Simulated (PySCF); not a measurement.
What settings do to a single point of Y2N2

The sound run of Y2N2 (singlet) uses PySCF 2.14.0, RKS BP86, Y def2-SVP with ECP28, N def2-SVP; non-relativistic Hamiltonian with scalar-relativistic core potentials where named; density fitting; no spin-orbit coupling, grid (50, 194), threshold 1e-8 Eh and 55 cycles, at the relaxed geometry:

```xyz
4

Y     0.0000    0.0000    1.4991
Y     0.0000    0.0000   -1.4991
N     1.3745    0.0000    0.0000
N    -1.3745    0.0000    0.0000
```

There Y1 has a Mulliken charge of 0.40 e and the dipole about the centre of mass is 0.00 D. Each run below changes one thing and starts from free metal ions and neutral atoms unless it says otherwise; with 55 cycles, smearing, a level shift and second-order steps follow where DIIS fails, and their cycles count. Energy shifts count from the sound run.

| change | outcome | cycles | energy shift (eV) | largest force component (eV/Å) | charge on Y1 (e) | dipole about the centre of mass (D) |
| --- | --- | --- | --- | --- | --- | --- |
| threshold 1e-05 | converged | 10 | 0.0000 | 0.00 | 0.40 | 0.00 |
| all coordinates × 1.12 | converged | 14 | 1.76 | 5.17 | 0.49 | 0.00 |

Q: One further run converged with energy shift (eV) -0.0032, largest force component (eV/Å) 0.01, charge on Y1 (e) 0.40, dipole about the centre of mass (D) 0.00. Which change was it?
A. cycle limit 8
B. grid (99, 590)
C. charge changed by +5, spin kept, limit 99 cycles

A: B.

Q: And the other changes listed?

A: 
| change | outcome | cycles | energy shift (eV) | largest force component (eV/Å) | charge on Y1 (e) | dipole about the centre of mass (D) |
| --- | --- | --- | --- | --- | --- | --- |
| cycle limit 8 | not converged | 8 | – | – | – | – |
| charge changed by +5, spin kept, limit 99 cycles | refused | – | – | – | – | – |

Forces carry noise of the integration grid, about 0.01 to 0.03 eV/Å.
